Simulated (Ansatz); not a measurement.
C$_{2}$H$_{8}$ClInS, SMILES `[CH3][In-]([CH3])([SH2+])[Cl]`. Total charge 0; spin multiplicity 1. In takes the def2 core potential.

Cartesian coordinates in Å:
```
C -0.415 -2.191 0.466
In -0.472 -0.078 0.136
C -0.827 1.280 -1.482
S 2.337 0.475 0.530
Cl -0.804 1.062 2.239
H 0.161 -2.694 -0.312
H 0.035 -2.388 1.439
H -1.430 -2.593 0.465
H -1.877 1.242 -1.777
H -0.596 2.293 -1.154
H -0.215 1.026 -2.349
H 2.220 1.727 0.055
H 1.881 0.839 1.745
```

Q: What are the harmonic wavenumbers in cm⁻¹ at PBE0-D4/def2-TZVP (Ansatz, finite differences of forces, unscaled)? (Estimate.)

A: Computed: 55, 62, 68, 78, 89, 105, 110, 121, 136, 306, 373, 386, 492, 537, 681, 699, 725, 746, 1193, 1196, 1201, 1447, 1450, 1451, 1455, 2671, 2722, 3061, 3063, 3153, 3155, 3162, 3165.

Q: Is this a minimum?

A: Yes, all 33 modes are real.

Q: Give the ideal-gas thermochemistry at 298.15 K and 1 bar (rigid rotor, harmonic oscillator; point group C1, symmetry number 1).

A: Zero-point energy 235.1 kJ/mol; H(298) − E = 268.1 kJ/mol; entropy 463.9 J/(mol·K), of which translation 175.8, rotation 122.9, vibration 165.3; G(298) − E = 129.8 kJ/mol. Modes under 100 cm⁻¹ are hindered rotations or soft bends, so the harmonic entropy is rough.

Q: And at 400, 500, 600, 800 and 1000 K?

A: 
```csv
T (K),H − E (kJ/mol),S (J/mol/K),G − E (kJ/mol)
400,284.8,512.0,80.0
500,302.9,552.3,26.8
600,322.4,587.8,-30.3
800,364.8,648.6,-154.1
1000,410.9,700.0,-289.1
```
